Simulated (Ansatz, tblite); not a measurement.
Cost and result up the ladder for AlCl2I (AlICl2) (4 atoms). The state is a singlet with charge 0. Geometry: PBE0-D4/def2-SVP.

```
atom   x (Å)   y (Å)   z (Å)
 Al1   0.059   0.044  -0.030
 Cl2   0.995  -0.508  -1.808
 Cl3   0.690   1.777   0.940
  I4  -1.743  -1.313   0.898
```

Ansatz on 4 threads of Arm Neoverse V1 on a shared host; xTB runs through tblite on one thread. Times are rough, summed over both states, and most runs start from the orbitals of an earlier one. PBE0-D4/def2-TZVP serves as the yardstick here, not as an exact answer. The other state is a doublet.

In the def2 sets I takes a core potential; there is no spin–orbit coupling. The xTB rows come from tblite.

Raw xTB energies of ions are shifted by several eV.

| level | functions | wall time | vertical IE (eV) | difference from PBE0-D4/def2-TZVP (eV) |
| --- | --- | --- | --- | --- |
| GFN2-xTB | 36 | 0.012 s | 14.91 | 4.58 |
| GFN1-xTB | 36 | 0.018 s | 15.23 | 4.90 |
| PBE-D4/def2-TZVP | 161 | 4.2 s | 9.95 | -0.38 |
| r2SCAN-D4/def2-TZVP | 161 | 12 s | 10.17 | -0.16 |
| PBE0-D4/def2-TZVP (with forces) | 161 | 13 s | 10.33 | 0.00 |
